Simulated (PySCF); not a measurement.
## One molecule, a ladder of functionals, a line

Molecule: SMILES F/C=C1\CC[SiH2]1, C4H7FSi.

Atom-mapped SMILES (the numbers label the heavy atoms): `[F:1]/[CH:2]=[C:3]1\[CH2:4][CH2:5][SiH2:6]1` (H(Xn): hydrogen on atom n).

GIAO shieldings (ppm, equivalent atoms averaged) in PySCF 2.14.0 with density-fitted response routines on the PBE0-D3(BJ)/def2-SVP geometry, basis pcSseg-1, gas phase, non-relativistic:

```csv
functional,exact exchange (%),σ(F1),σ(C4),σ(Si6)
BLYP,0,229.7,142.3,360.9
BP86,0,230.6,147.4,368.7
PBE,0,227.2,147.9,370.7
B3LYP,20,254.6,148.3,371.9
mPW1PW91,25,258.6,153.6,381.9
BHandHLYP,50,285.0,155.8,389.0
HF,100,322.0,167.0,421.4
```

(1) Fit each shielding as a line in the percentage of exact exchange.

(2) What does the line predict for PBE0 (25 %), and what does the run give?

Results:

(1) σ(F1) = 231.9 + 0.95 x (rms 3.9 ppm); σ(C4) = 145.9 + 0.21 x (rms 2.0 ppm); σ(Si6) = 365.7 + 0.54 x (rms 3.8 ppm). The functionals also differ in their semilocal parts, which the line can't hold; Hartree–Fock has no correlation at all.

(2) σ(F1): 255.7 predicted, 257.5 computed; σ(C4): 151.2 predicted, 154.5 computed; σ(Si6): 379.2 predicted, 384.0 computed ppm.
